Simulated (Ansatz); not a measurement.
PAu₄⁻. Charge -1, multiplicity 1. Geometry B3LYP-D4/def2-SVPD, basis def2-TZVPD, Ansatz.

```xyz
5

P    -1.385   -0.275   -0.875
Au   -1.407   -2.207    0.394
Au    1.008   -0.211   -1.118
Au    2.311    1.571    0.713
Au   -0.526    1.123    0.885
```

| run | HOMO (eV) | LUMO (eV) |
| --- | --- | --- |
| A | -0.79 | 0.38 |
| B | -1.20 | 0.75 |
| C | -1.25 | 1.01 |
| D | -2.82 | 2.76 |

In the def2 sets Au takes a core potential; there is no spin–orbit coupling. B3LYP takes the VWN-RPA correlation. No other spin state of charge -1 was run. Another isomer (singlet) lies 0.60 eV lower at PBE0-D4/def2-TZVPD; other spin states weren't run for this one.

Problem. The runs used B3LYP, PBE0, r2SCAN, ωB97X-V. Estimate which is which.

Solution. A r2SCAN (0 % exact exchange); B B3LYP (20 % exact exchange); C PBE0 (25 % exact exchange); D ωB97X-V (range-separated). Exact exchange lowers occupied and raises empty levels; among semilocal functionals meta-GGAs tend to open the gap a little, and such runs are hard to tell apart. The gap grows from 1.17 eV (r2SCAN) to 5.58 eV (ωB97X-V). The restricted singlet is unstable towards broken spin symmetry in Hartree–Fock (as tested in another run); at r2SCAN-D4/def2-TZVPD, B3LYP-D4/def2-TZVPD, PBE0-D4/def2-TZVPD, ωB97X-V/def2-TZVPD this wasn't settled.
